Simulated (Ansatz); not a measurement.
Program: Ansatz. Geometries: PBE0-D4/def2-TZVP. ΔE: electronic, gas phase. CCSD(T)/CBS adds triple-zeta CCSD(T) − MP2 to the extrapolated MP2 energy (def2 sets, frozen cores). Functionals use def2-TZVPP. One conformer a species, not always the lowest.

`NC(S)C[SiH3]` + `FCSS` → `FC([SiH3])SS` + `CC(N)S`  (formal exchange of groups at the Si–C bond)

`NC(S)C[SiH3]`:

Z-matrix (Å, degrees):
```
C
S 1 1.820
C 1 1.529 2 107.3
N 1 1.446 2 109.4 3 -126.9
H 1 1.094 2 107.4 3 116.8
H 2 1.342 1 95.6 3 180.0
Si 3 1.888 1 115.6 2 60.7
H 3 1.096 1 109.7 2 -63.3
H 3 1.096 1 108.0 2 -178.9
H 4 1.015 1 110.2 2 -178.5
H 4 1.014 1 110.1 2 62.5
H 7 1.484 3 112.0 1 -77.9
H 7 1.488 3 109.5 1 43.6
H 7 1.489 3 108.9 1 162.1
```

`FCSS`:

Z-matrix (Å, degrees):
```
C
S 1 1.789
F 1 1.372 2 112.8
H 1 1.091 2 110.0 3 121.2
H 1 1.095 2 105.9 3 -118.8
S 2 2.041 1 102.6 3 -77.2
H 6 1.347 2 98.4 1 85.7
```

`FC([SiH3])SS`:

Z-matrix (Å, degrees):
```
C
Si 1 1.911
S 1 1.787 2 115.9
F 1 1.392 2 108.2 3 -126.5
H 1 1.098 2 110.3 3 116.7
H 2 1.483 1 109.6 3 -40.3
H 2 1.486 1 106.5 3 -158.8
H 2 1.479 1 110.0 3 82.9
S 3 2.043 1 104.5 2 -39.0
H 9 1.347 3 98.5 1 -84.1
```

`CC(N)S`:

Cartesian coordinates in Å:
```
C 0.065 0.537 -0.936
C -0.161 -0.468 0.178
N 0.958 -0.674 1.069
S -1.543 0.025 1.272
H -0.803 0.617 -1.596
H 0.273 1.527 -0.521
H 0.921 0.227 -1.543
H -0.414 -1.441 -0.251
H 1.300 0.213 1.420
H 1.716 -1.140 0.588
H -2.313 0.577 0.321
```

```json
{"level": "PBE0-D4", "ΔE (kJ/mol)": "14.1"}
{"level": "r2SCAN", "ΔE (kJ/mol)": "12.6"}
{"level": "PBE0", "ΔE (kJ/mol)": "14.7"}
{"level": "CCSD/CBS(def2)", "ΔE (kJ/mol)": "14.2"}
```

**Question.** What does CCSD(T)/CBS give? (An estimate is asked.)

**Answer.** Computed: +13.1 kJ/mol. The listed levels differ from it by 1.0, -0.5, 1.6, 1.1 kJ/mol.

Largest T1 diagnostic among the species: 0.013.

From PBE to PBE0 (25 % exact exchange), in def2-TZVPP and without D4, ΔE moves by +3.0 kJ/mol.
